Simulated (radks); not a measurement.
Coulomb parameter of the 5d shell of neutral osmium in the model configuration [Xe] 4f14 5d6.5 6s1.5, as a second difference U = [E(n + 0.5) + E(n - 0.5) - 2 E(n)] / (0.5)^2 with all orbitals relaxed. "Bare": the charge of the atom changes with n. "Screened": the 6s shell takes up the change at fixed total charge, which measures U(5d,5d) + U(6s,6s) - 2 U(5d,6s). All-electron calculation, Dirac Kohn-Sham, PBE, spin-unpolarised, spherical densities, point nucleus; open shells are shared between the two j in proportion to 2j + 1. Program: a radial shooting solver on a logarithmic mesh with Libxc functionals.

\begin{tabular}{lrr}
case & configuration & E - E(n) (eV) \\ \hline
start & [Xe] 4f14 5d6.5 6s1.5 & 0.000 \\
bare +0.5 & [Xe] 4f14 5d7 6s1.5 & -1.701 \\
bare -0.5 & [Xe] 4f14 5d6 6s1.5 & 3.868 \\
screened +0.5 & [Xe] 4f14 5d7 6s1 & 0.258 \\
screened -0.5 & [Xe] 4f14 5d6 6s2 & -0.050 \\
\end{tabular}

U(bare) = 8.667 eV, U(screened by 6s) = 0.829 eV. The step up makes a negative ion, whose loosely bound charge lowers the bare value.
